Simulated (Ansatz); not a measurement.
Reaction (substitution at a C–Si bond): `B/C=C/[SiH3]` + silanol → `B/C=C/O[SiH3]` + SiH₄

Calculated with Ansatz (gas phase, PBE0-D4/def2-TZVP geometries, no zero-point term in ΔE). CCSD(T)/CBS adds triple-zeta CCSD(T) − MP2 to the extrapolated MP2 energy (def2 sets, frozen cores). This one scheme is used for every species. Double bonds are as drawn, so ΔE can hold a change between cis and trans. DFT in def2-TZVPP. B3LYP here is the variant with VWN-RPA as its local correlation; programs differ in this. Each species was taken in one conformer, which may not be the lowest.

Q: Is it downhill or uphill in electronic energy at CCSD(T)/CBS, and by how much? (Estimate.)

A: Computed: Uphill: ΔE = +0.38 eV.

Q: What do these levels give: PBE-D4, PBE0-D4, B2PLYP, PBE, r2SCAN, B3LYP, MP2/def2-TZVPP, SCS-MP2/def2-TZVPP, CCSD/def2-TZVPP, CCSD(T)/def2-TZVPP, MP2/def2-QZVPP, CCSD/CBS(def2)? (An estimate is asked.)

A: Computed: PBE-D4 0.19, PBE0-D4 0.24, B2PLYP 0.27, PBE 0.19, r2SCAN 0.21, B3LYP 0.22, MP2/def2-TZVPP 0.36, SCS-MP2/def2-TZVPP 0.34, CCSD/def2-TZVPP 0.34, CCSD(T)/def2-TZVPP 0.33, MP2/def2-QZVPP 0.39, CCSD/CBS(def2) 0.40 eV.

Largest T1 diagnostic among the species: 0.013.

From PBE to PBE0 (25 % exact exchange), in def2-TZVPP and without D4, ΔE moves by +0.05 eV. In def2-TZVPP, CCSD(T) changes the Hartree–Fock value by +0.05 eV (the triples alone add −0.01 eV) and MP2 by +0.08 eV.
